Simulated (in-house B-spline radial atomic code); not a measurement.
Configurations of Dy⁶⁺, with energies counted from [Kr] 4d10 4f8 5s2 5p4. Level of theory: scalar-relativistic (X2C) LC-wPBE, spin-polarised, spherical fractional occupations, exact exchange averaged over the configuration, Fermi nucleus of rms radius 5.2218 fm; calculated with an all-electron radial atomic-structure program (B-spline basis). Shells without spins written out take the highest spin.

Occupations are held fixed; configurations that lie above the ionisation limit could autoionise.

| configuration | E - E(ref) (eV) | highest orbital | its <r> (bohr) |
| --- | --- | --- | --- |
| [Kr] 4d10 4f8 5s2 5p3 5d1 | 30.174 | 5d up | 1.662 |
| [Kr] 4d10 4f8 5s2 5p3 6s1 | 43.826 | 6s up | 2.415 |
| [Kr] 4d10 4f8 5s2 5p3 6d1 | 65.147 | 6d up | 3.319 |
| [Kr] 4d9 4f8 5s2 5p4 5d1 | 175.08 | 5d up | 1.635 |
| [Kr] 4d9 4f8 5s2 5p4 5f1 | 207.87 | 5f up | 2.44 |
| [Kr] 4d9 4f8 5s2 5p4 6f1 | 223.42 | 6f up | 4.388 |

**Question.** Order these further configurations by energy, lowest first.
A. [Kr] 4d10 4f7 5s2 5p4 6s1
B. [Kr] 4d10 4f7 5s2 5p4 6f1
C. [Kr] 4d10 4f7 5s2 5p4 6d1
D. [Kr] 4d9 4f8 5s2 5p4 6d1
E. [Kr] 4d10 4f7 5s2 5p4 6p1

**Answer.** A (35.682 eV), E (44.921 eV), C (57.218 eV), B (69.727 eV), D (210.89 eV).

**Question.** How far above the reference does [Kr] 4d9 4f9 5s2 5p4 lie?

**Answer.** 152.62 eV; its least bound orbital is 4f down with <r> = 0.7398 bohr.
